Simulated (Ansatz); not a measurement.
Reaction (formal loss of a carbene): `[CH3][Al]([F])[F]` → `[F][AlH][F]` + `[CH2]` (triplet)

Isolated molecules relaxed with PBE0-D4/def2-TZVP in Ansatz; ΔE leaves out vibrations. CCSD(T)/CBS adds triple-zeta CCSD(T) − MP2 to the extrapolated MP2 energy (def2 sets, frozen cores). This one scheme is used for every species. DFT in def2-TZVPP. Triplets are unrestricted, without spin–orbit coupling.

`[CH3][Al]([F])[F]`:

```xyz
7

C    -0.737    0.402   -0.342
Al    0.821   -0.464    0.388
F     2.295    0.263    0.372
F     0.762   -1.963    1.061
H    -1.628   -0.221   -0.246
H    -0.923    1.352    0.166
H    -0.589    0.632   -1.400
```

`[F][AlH][F]`:

Z-matrix (Å, degrees):
```
Al
F 1 1.639
F 1 1.639 2 118.0
H 1 1.559 2 121.0 3 180.0
```

`[CH2]` (triplet):

Cartesian coordinates in Å:
```
C -0.221 0.107 -0.125
H 0.679 0.225 -0.707
H -0.458 -0.332 0.832
```

```tsv
level	ΔE (kJ/mol)	difference from CCSD(T)/CBS
r2SCANh-D4	465.0	-20.2
B2PLYP	477.0	-8.2
PBE-QIDH	482.0	-3.2
revPBE	464.6	-20.6
r2SCAN	466.0	-19.2
PBE0	480.3	-4.9
HF/def2-SVP	339.4	-145.8
MP2/def2-SVP	470.7	-14.5
MP2/def2-TZVPP	486.3	1.1
CCSD/CBS(def2)	474.0	-11.2
CCSD(T)/CBS	485.2	0
```

Largest T1 diagnostic among the species: 0.013.

From PBE to PBE0 (25 % exact exchange), in def2-TZVPP and without D4, ΔE moves by −8.5 kJ/mol. Leaving LDA and LC-ωPBE aside and taking each functional with its dispersion term where it has one, the values, not all of them listed here, spread over 31.5 kJ/mol, from r2SCAN0-D4 to ωB97X-V. LDA lies +69.1 kJ/mol from PBE without D4. The D4 term adds +7.2 kJ/mol with B3LYP and +3.8 kJ/mol with PBE0; it sums over pairs of atoms, weighted by their polarisabilities, and B3LYP, whose exchange is more repulsive, gets the larger term.

B3LYP here is the variant with VWN-RPA as its local correlation; programs differ in this.
